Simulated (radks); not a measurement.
Valence configurations of Tb (all share [Xe]). Method: scalar-relativistic Kohn-Sham, r2SCAN, spin-unpolarised, spherical densities, finite nucleus; meta-GGA in the generalised Kohn-Sham scheme; Fermi nuclear charge, rms radius 5.06 fm; computed with a radial shooting solver on a logarithmic mesh with Libxc functionals. Energies are relative to 4f9 6s2; eigenvalues in eV.

valence          E (eV)    e(4f)   e(5d)   e(6p)   e(6s)
4f9 6s2           0.000   -2.895       -       -  -3.783
4f8.5 6s2 6p0.5   1.861   -7.326       -  -1.675  -4.712
4f9 5d1 6s1       2.661   -2.123  -0.822       -  -3.391
4f9 5d2           5.141   -1.866  -0.806       -       -
4f9 6p2           5.329   -5.553       -  -2.267       -
4f8 6s2 6p1       5.778  -12.200       -  -2.198  -5.601
4f8 5d3           8.362   -6.641  -1.148       -       -
4f7 6s2 6p2      20.604  -22.904       -  -3.146  -7.295

NIST lists [Xe] 4f9 6s2 as the ground configuration; this level of theory agrees among the configurations tried. The energies are those of spherical spin-averaged densities, not of single terms. No valid solution was reached for [Xe] 4f11; [Xe] 4f10 6s1.
